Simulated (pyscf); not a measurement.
Structures and frequencies: ωB97X-D3(BJ)/def2-SVP in PySCF. Correlated levels are frozen-core, on RHF or UHF. ΔMP2 is the change of the MP2 total energy from the triple- to the quadruple-zeta basis.

Problem. For `[CH2][GaH][OH]` [doublet] → `[CH3][Ga][OH]` [doublet], a hydrogen shift (doublet surface; Ga–H broken, C–H formed), PBE/def2-TZVP gives ΔE‡ = 33.9 kcal/mol and ΔE = -26.4 kcal/mol (zero: the reactant's lowest minimum found). In which direction and how far do PBE0-D3(BJ)/def2-TZVP, ωB97M-D3(BJ)/def2-TZVP, CCSD(T)/def2-TZVPP + ΔMP2(QZVPP) move these?

Solution. PBE0-D3(BJ): ΔE‡ = 39.9 kcal/mol, ΔE = -24.2 kcal/mol; ωB97M-D3(BJ): ΔE‡ = 42.6 kcal/mol, ΔE = -24.1 kcal/mol; CCSD(T): ΔE‡ = 41.8 kcal/mol, ΔE = -21.8 kcal/mol. PBE's barrier lies under all of them, by 6.0 to 8.6 kcal/mol. Its reaction energy lies under all of them, by 2.2 to 4.6 kcal/mol. Low barriers are usual for a GGA, whose delocalisation error favours stretched bonds. One saddle was located; it need not be the lowest between these sides. The CCSD(T) − MP2 part came from Ansatz, without density fitting, on the same reference. A UHF reference is spin-contaminated (<S²> up to 0.90), which harms MP2 most. The frozen core leaves the outer d or s,p core shells of the metals and heavy elements correlated in the MP2 and CC values, and def2-TZVPP describes them poorly, which can shift differences by a few kcal/mol. Elements up to Kr have no core potential and no relativistic terms here.
